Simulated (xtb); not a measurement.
Input for xtb: GFN-FF on H4OSiTe (SMILES O[Te][SiH3]), a point of a torsion scan.

```
$ xtb mol.xyz --gfnff --sp --chrg 0 --uhf 0
7

O      2.00709113     0.02349892    -0.69052579
Te     1.27694191    -1.49374652     0.41920613
Si    -0.43806912    -1.99278692    -1.31726174
H      1.93745612     0.84308050    -0.20575720
H      0.14597065    -2.42796366    -2.58280047
H     -1.22039549    -3.07663579    -0.73221366
H     -1.30440482    -0.84228800    -1.56847903
```

Output:

```
[...]
           -------------------------------------------------
          |                Calculation Setup                |
           -------------------------------------------------



          ==================== Thresholds ====================
          CN  :   150.00000
          rep :   500.00000
          disp:  2500.00000
          HB1 :   250.00000
          HB2 :   450.00000

          Pauling EN used:
          Z : 1  EN :  2.20
          Z : 8  EN :  3.44
          Z :14  EN :  1.90
          Z :52  EN :  2.10
          electric field strengths (au): 0.000

           -------------------------------------------------
          |           Force Field Initialization            |
           -------------------------------------------------

          distances ...
          ----------------------------------------
          generating topology and atomic info file ...
          pair mat ...
          computing topology distances matrix with Floyd-Warshall algo ...
          making topology EEQ charges ...
          #fragments for EEQ constrain: 1
          ----------------------------------------
          generating topology and atomic info file ...
          pair mat ...
          computing topology distances matrix with Floyd-Warshall algo ...
          making topology EEQ charges ...
          #fragments for EEQ constrain: 1
          rings ...
          # BATM   14
          # H in HB   4

  atom   neighbors  erfCN metchar sp-hybrid imet pi  qest     coordinates
    1  O       2    1.90   0.00         3    0    0  -0.441    3.792853    0.044407   -1.304905
    2  Te      2    1.89   0.03         3    0    0   0.155    2.413070   -2.822772    0.792185
    3  Si      4    3.45   0.04         3    0    0   0.027   -0.827831   -3.765822   -2.489264
    4  H       1    0.99   0.01         0    0    0   0.219    3.661261    1.593191   -0.388825
    5  H       1    0.96   0.01         0    0    0   0.013    0.275845   -4.588186   -4.880786
    6  H       1    0.96   0.01         0    0    0   0.013   -2.306213   -5.813999   -1.383683
    7  H       1    0.96   0.01         0    0    0   0.013   -2.464968   -1.591694   -2.963996

          #atoms :   7
          #bonds :   6
          #angl  :   8
          #tors  :   4
          #nmol  :   1
          #optfrag :   1
           -------------------------------------------------
          |                   G F N - F F                   |
          |          A general generic force-field          |
          |                  Version 1.0.3                  |
           -------------------------------------------------
          Number of HB bonds (bound hydrogen)     24
          Number of HB bonds (unbound hydrogen)   24
          Number of XB bonds                      0

 E+G (total)                   0 d,  0 h,  0 min,  0.000 sec
 distance/D3 list               ...        0 min,  0.000 sec (  0.311%)
 non bonded repulsion           ...        0 min,  0.000 sec ( 59.044%)
 dCN                            ...        0 min,  0.000 sec (  2.160%)
 EEQ energy and q               ...        0 min,  0.000 sec (  4.944%)
 D3                             ...        0 min,  0.000 sec (  5.716%)
 EEQ gradient                   ...        0 min,  0.000 sec (  2.785%)
 bonds                          ...        0 min,  0.000 sec (  3.797%)
 bend and torsion               ...        0 min,  0.000 sec (  6.982%)
 bonded ATM                     ...        0 min,  0.000 sec (  2.330%)
 HB/XB (incl list setup)        ...        0 min,  0.000 sec (  9.960%)

         :::::::::::::::::::::::::::::::::::::::::::::::::::::
         ::                     SUMMARY                     ::
Note: The following floating-point exceptions are signalling: IEEE_UNDERFLOW_FLAG IEEE_DENORMAL
normal termination of xtb
         :::::::::::::::::::::::::::::::::::::::::::::::::::::
         :: total energy              -0.599809588790 Eh    ::
         :: gradient norm              0.042480298724 Eh/a0 ::
         ::.................................................::
         :: bond energy               -0.588281863876 Eh    ::
         :: angle energy               0.015863178665 Eh    ::
         :: torsion energy             0.000259122566 Eh    ::
         :: repulsion energy           0.037347352104 Eh    ::
         :: electrostat energy        -0.062025762840 Eh    ::
         :: dispersion energy         -0.002936117078 Eh    ::
         :: HB energy                 -0.000000000584 Eh    ::
         :: XB energy                  0.000000000000 Eh    ::
         :: bonded atm energy         -0.000035497747 Eh    ::
         :: external energy            0.000000000000 Eh    ::
         :: add. restraining           0.000000000000 Eh    ::
         :: total charge               0.000000000000 e     ::
         :::::::::::::::::::::::::::::::::::::::::::::::::::::

           -------------------------------------------------
          |                Property Printout                |
           -------------------------------------------------

molecular dipole:
                 x           y           z       tot (Debye)
 q only:       -0.587      -0.254       0.392       1.908

           -------------------------------------------------
          | TOTAL ENERGY               -0.599809588790 Eh   |
          | GRADIENT NORM               0.042480298724 Eh/α |
           -------------------------------------------------
########################################################################
[WARNING] Runtime exception occurred
-1- gfnff_setup: Could not read topology file.
########################################################################

------------------------------------------------------------------------
------------------------------------------------------------------------
 total:
 SCF:
```

The run finished.

Cost: very roughly 0.020 core-seconds.
